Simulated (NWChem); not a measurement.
System: C₅H₆; SMILES C1(CC1)C#C

The following NWChem deck was run.

```
start job
memory heap 200 mb stack 900 mb global 1100 mb
geometry units angstroms noautosym nocenter noautoz
  C     -0.205944    -2.276874     0.000000
  C      0.148838    -1.117479     0.000000
  C      0.570203     0.257912     0.000000
  C     -0.231865     1.300703    -0.745573
  C     -0.231865     1.300703     0.745573
  H     -0.518313    -3.304423     0.000000
  H      1.656967     0.396014     0.000000
  H     -1.130114     0.957852    -1.264476
  H      0.330135     2.076540    -1.271789
  H      0.330135     2.076540     1.271789
  H     -1.130114     0.957852     1.264476
end
basis spherical
  * library 6-31g*
end
dft
  xc m06-2x
  iterations 150
end
cosmo
  do_cosmo_smd true
  solvent toluene
end
task dft energy
```

Structure relaxed at the PBE0/def2-SVP level. Solvent: toluene.

Level: M06-2X/6-31G* with SMD (1 M gas to 1 M solution), gas-phase geometry.

What results follow from this input? (M06-2X/6-31G* (spherical d), SMD on the gas-phase geometry.) Quantities: solvation free energy (kcal/mol); cavity-dispersion-structure term (kcal/mol); dipole in solution (D).

The solvation free energy (kcal/mol) is -5.0. The cavity-dispersion-structure term (kcal/mol) comes out as -2.0. The dipole in solution (D) is 0.99.
